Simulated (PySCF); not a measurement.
C₃H₃FO₂, SMILES FC1=COCO1.

Coordinates come from a PBE-D3(BJ)/def2-SVP optimisation. A frequency run showed that this geometry is not a minimum. The values are those of a single conformer.

These are PBE-D3(BJ)/def2-SVP in PySCF 2.14.0 values and carry that method's errors.

Harmonic, unscaled wavenumbers; measured fundamentals usually lie a few per cent lower.

Computed normal modes with their intensities:
```json
[
 {"mode": "1", "ν (cm⁻¹)": "164i", "IR (km/mol)": "3.6", "moving atoms (share of kinetic energy)": "O 43 %, H 34 %, C 22 %"},
 {"mode": "2", "ν (cm⁻¹)": "282", "IR (km/mol)": "0.0", "moving atoms (share of kinetic energy)": "C 42 %, O 30 %, F 25 %"},
 {"mode": "3", "ν (cm⁻¹)": "420", "IR (km/mol)": "2.3", "moving atoms (share of kinetic energy)": "F 40 %, C 28 %, O 25 %"},
 {"mode": "4", "ν (cm⁻¹)": "524", "IR (km/mol)": "1.1", "moving atoms (share of kinetic energy)": "C 74 %, O 13 %, H 12 %"},
 {"mode": "5", "ν (cm⁻¹)": "645", "IR (km/mol)": "4.5", "moving atoms (share of kinetic energy)": "F 50 %, C 24 %, O 21 %"},
 {"mode": "6", "ν (cm⁻¹)": "646", "IR (km/mol)": "43.7", "moving atoms (share of kinetic energy)": "H 77 %, C 23 %"},
 {"mode": "7", "ν (cm⁻¹)": "721", "IR (km/mol)": "7.1", "moving atoms (share of kinetic energy)": "O 78 %, C 15 %"},
 {"mode": "8", "ν (cm⁻¹)": "929", "IR (km/mol)": "13.5", "moving atoms (share of kinetic energy)": "C 56 %, O 37 %"},
 {"mode": "9", "ν (cm⁻¹)": "951", "IR (km/mol)": "94.5", "moving atoms (share of kinetic energy)": "O 43 %, H 27 %, C 27 %"},
 {"mode": "10", "ν (cm⁻¹)": "997", "IR (km/mol)": "16.8", "moving atoms (share of kinetic energy)": "C 66 %, O 20 %, H 14 %"},
 {"mode": "11", "ν (cm⁻¹)": "1102", "IR (km/mol)": "8.6", "moving atoms (share of kinetic energy)": "H 64 %, C 29 %"},
 {"mode": "12", "ν (cm⁻¹)": "1128", "IR (km/mol)": "90.5", "moving atoms (share of kinetic energy)": "C 49 %, O 40 %"},
 {"mode": "13", "ν (cm⁻¹)": "1151", "IR (km/mol)": "0.1", "moving atoms (share of kinetic energy)": "H 97 %"},
 {"mode": "14", "ν (cm⁻¹)": "1199", "IR (km/mol)": "30.5", "moving atoms (share of kinetic energy)": "H 69 %, C 22 %"},
 {"mode": "15", "ν (cm⁻¹)": "1326", "IR (km/mol)": "296.1", "moving atoms (share of kinetic energy)": "C 61 %, O 14 %, H 13 %, F 12 %"},
 {"mode": "16", "ν (cm⁻¹)": "1415", "IR (km/mol)": "53.8", "moving atoms (share of kinetic energy)": "H 59 %, C 30 %, O 10 %"},
 {"mode": "17", "ν (cm⁻¹)": "1481", "IR (km/mol)": "0.6", "moving atoms (share of kinetic energy)": "H 90 %, C 9 %"},
 {"mode": "18", "ν (cm⁻¹)": "1759", "IR (km/mol)": "92.6", "moving atoms (share of kinetic energy)": "C 93 %"},
 {"mode": "19", "ν (cm⁻¹)": "2905", "IR (km/mol)": "109.5", "moving atoms (share of kinetic energy)": "H 95 %"},
 {"mode": "20", "ν (cm⁻¹)": "2944", "IR (km/mol)": "71.2", "moving atoms (share of kinetic energy)": "H 89 %, C 11 %"},
 {"mode": "21", "ν (cm⁻¹)": "3248", "IR (km/mol)": "9.7", "moving atoms (share of kinetic energy)": "H 91 %, C 9 %"}
]
```
